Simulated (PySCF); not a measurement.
Species: CH3Cl2FSi.
Bonds: F1–Si2, Si2–C3, C3–Cl4, C3–Cl5. Hydrogens: H6, H7 on Si2; H8 on C3.

Theory: PySCF 2.14.0, PBE0-D3(BJ)/def2-SVP geometry optimisation, gas phase.

(1) Give the optimised bond lengths and angles.

## Answers

(1) 
```tsv
bond	length (Å)	order
F1–Si2	1.623	single
Si2–C3	1.894	single
C3–Cl4	1.775	single
C3–Cl5	1.790	single
Si2–H6, Si2–H7	1.484	single
C3–H8	1.098	single
```

Bonds in one row agree within 0.01 Å and their mean is given. Orders are formal, as drawn. A selection of angles:
```tsv
angle	degrees
F1–Si2–C3	108.7
F1–Si2–H6	109.3
F1–Si2–H7	108.4
C3–Si2–H6	108.1
H6–Si2–H7	113.8
Si2–C3–Cl4	110.7
Si2–C3–Cl5	105.1
Si2–C3–H8	114.5
Cl4–C3–Cl5	112.3
Cl4–C3–H8	107.3
```

Dihedral angles: F1–Si2–C3–Cl4 62° (synclinal). The mirror-image conformer, all signs reversed, is as good.

Si2 (fluorine-bound silicon) is distorted tetrahedral (angles from 108.1° to 113.8°).

Point group: C1 (no symmetry element, even within 0.4 Å). PBE0-D3(BJ)/def2-SVP frequencies: not computed here. One conformer, not necessarily the lowest.
